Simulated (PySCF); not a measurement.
Predicted microwave data (PBE0-D3(BJ)/def2-SVP geometry optimisation, gas phase in PySCF) for one isomer of C3H10OSi:

```
Rotational constants : A = 7106, B = 2256, C = 1886 MHz
Dipole components    : |μa| = 0.67 D, |μb| = 0.10 D, |μc| = 0.89 D
Inertial defect      : -27.13 u·Å²
κ                    : -0.86
```

Problem. Which structure is it? (One computed conformer of each.)
A. `[CH3:1][CH2:2][O:3][SiH2:4][CH3:5]` with C1–C2–O3–Si4 180°, C2–O3–Si4–C5 180°
B. SiH2Me(OEt), `[SiH2](C)OCC`
C. `C[Si](C)(C)O` (Si(OH)Me3)
D. `[CH3:1][CH:2]([CH3:3])[O:4][SiH3:5]` with C1–C2–O4–Si5 112°
E. `[CH3:1][O:2][CH2:3][SiH2:4][CH3:5]` with C1–O2–C3–Si4 180°, O2–C3–Si4–C5 55°

Solution. D. It is CC(C)O[SiH3], an asymmetric top. The candidates at the same level (rigid rotor, commonest isotopes):

```json
{"SMILES": "[H][Si]([H])(C)OCC", "A (MHz)": "11547", "B (MHz)": "1713", "C (MHz)": "1564", "μa (D)": "0.07", "μb (D)": "0.23", "μc (D)": "0.02", "Δ (u·Å²)": "-15.52", "point group": "near Cs", "rotor": "near-prolate asymmetric top"}
{"SMILES": "CCO[SiH2]C", "A (MHz)": "11454", "B (MHz)": "1716", "C (MHz)": "1564", "μa (D)": "0.09", "μb (D)": "0.22", "μc (D)": "0.00", "Δ (u·Å²)": "-15.48", "point group": "Cs", "rotor": "near-prolate asymmetric top"}
{"SMILES": "C[Si](C)(C)O", "A (MHz)": "3342", "B (MHz)": "3297", "C (MHz)": "3119", "μa (D)": "1.35", "μb (D)": "0.04", "μc (D)": "0.28", "Δ (u·Å²)": "-142.50", "point group": "near Cs", "rotor": "–"}
{"SMILES": "COC[SiH2]C", "A (MHz)": "8077", "B (MHz)": "1941", "C (MHz)": "1698", "μa (D)": "0.85", "μb (D)": "0.02", "μc (D)": "0.91", "Δ (u·Å²)": "-25.25", "point group": "C1", "rotor": "near-prolate asymmetric top"}
{"SMILES": "CC(C)O[SiH3]", "A (MHz)": "7106", "B (MHz)": "2256", "C (MHz)": "1886", "μa (D)": "0.67", "μb (D)": "0.10", "μc (D)": "0.89", "Δ (u·Å²)": "-27.13", "point group": "near Cs", "rotor": "asymmetric top"}
```

`COC[SiH2]C` has B 14 % too low; `C[Si](C)(C)O` has C 65 % too high; `[H][Si]([H])(C)OCC` has A 62 % too high; `CCO[SiH2]C` has A 61 % too high. No structure here is proved a minimum.
